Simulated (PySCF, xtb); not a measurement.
Mo(O)2(Me)2 (C2H6MoO2), SMILES [CH3][Mo]([CH3])(=[O])=[O], multiplicity 1.

xtb with GFN2-xTB at its own geometry gives an orbital gap of 2.81 eV and a dipole moment of 5.52 D.

The structure is a stationary point at B3LYP-D3(BJ)/def2-SVP. The multiplicity is an assumed one; no other spin state was optimised. The structure was generated by enumeration; whether it is a known compound was not checked. The def2 effective core potentials stand for the cores of Mo; spin–orbit coupling is left out.

### Question
What does B3LYP/def2-TZVP in PySCF give? (Estimate from the structure and the level; the computed values follow.)

### Answer
gap 5.32 eV (levels -8.40 and -3.08 eV), dipole 3.46 D.
